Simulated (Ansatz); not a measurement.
`N[SiH](O)S` → `NO` + `[SiH]S` at 400 K and 1 bar (silylene formation by 1,1-elimination).

Computed with Ansatz on PBE0-D4/def2-TZVP structures; ΔE is electronic, products minus reactants. CCSD(T)/CBS is the MP2 limit (def2-TZVPP, def2-QZVPP) plus CCSD(T) − MP2 in def2-TZVPP, frozen cores. This one scheme is used for every species. One conformer a species, not always the lowest.

```
     species  CCSD(T)/CBS energy (Eh)  H − E (kJ/mol)  S (J/(mol·K))
`N[SiH](O)S`               -819.85829           187.5          369.6
        `NO`               -131.61350           122.5          247.5
    `[SiH]S`               -688.02937            61.1          271.5
```

H − E and S are ideal-gas, rigid-rotor, harmonic terms from PBE0-D4/def2-TZVP, for one conformer and one mirror image of each species. 1 Eh = 2625.50 kJ/mol, R = 8.31446 J/(mol·K).

Question: By hand: ΔE, ΔH, ΔS and ΔG.

Answer: ΔE = (-131.61350) + (-688.02937) − (-819.85829) = 0.21542 Eh = 565.6 kJ/mol. Δ(H − E) = 122.5 + 61.1 − 187.5 = -3.9, so ΔH = 561.7 kJ/mol. ΔS = 247.5 + 271.5 − 369.6 = 149.4 J/(mol·K). ΔG = 561.7 − 400 × (149.4)/1000 = 501.9 kJ/mol.

Question: By hand: the equilibrium constant, and the temperature at which ΔG would vanish if ΔH and ΔS stayed fixed.

Answer: log₁₀ K = −ΔG/(RT ln 10) = -65.5. ΔG = 0 at ΔH/ΔS = 3760 K, far beyond where these terms or the molecules hold.

The number of gas molecules changes by +1, which sets the sign of ΔS. A doubt of 5 kJ/mol in ΔE shifts log₁₀ K by 0.7 here. Other conformers and mirror images would add mixing entropy, several J/(mol·K) or more a flexible species. These are equilibria of isolated gas molecules and say nothing of rates. Largest T1 diagnostic: 0.016 (customary marks: 0.02 for closed shells, 0.045 for open ones).
